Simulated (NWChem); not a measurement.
System: GeH$_{3}$OF; SMILES [OH][GeH2][F]

NWChem input:

```
start job
memory heap 200 mb stack 900 mb global 1100 mb
geometry units angstroms
  Ge    -0.293199     0.032086    -0.029964
  O      0.873816    -1.309170    -0.176431
  F      0.605550     1.545474    -0.083491
  H     -1.171018    -0.054860    -1.293549
  H     -1.016078     0.037414     1.342400
  H      1.456559    -1.362665     0.603970
end
basis spherical
  Ge library sto-3g
  O library sto-3g
  F library sto-3g
  H library sto-3g
end
dft
  xc hfexch
  iterations 150
end
driver
  maxiter 120
end
task dft optimize
task dft freq
```

The level has its own optimisation; frequencies are unscaled.

Question: Give the results of this calculation. (Hartree-Fock/STO-3G.) Quantities: r Ge–O (Å); r F–Ge (Å); r H–O (Å); highest harmonic frequency (cm⁻¹); lowest (cm⁻¹); zero-point energy (kcal/mol); dipole (D).

Answer: 
| Property | Result |
|---|---|
| r Ge–O (Å) | 1.731 |
| r F–Ge (Å) | 1.692 |
| r H–O (Å) | 0.983 |
| highest harmonic frequency (cm⁻¹) | 4271 |
| lowest (cm⁻¹) | 221 |
| zero-point energy (kcal/mol) | 22.9 |
| dipole (D) | 1.43 |
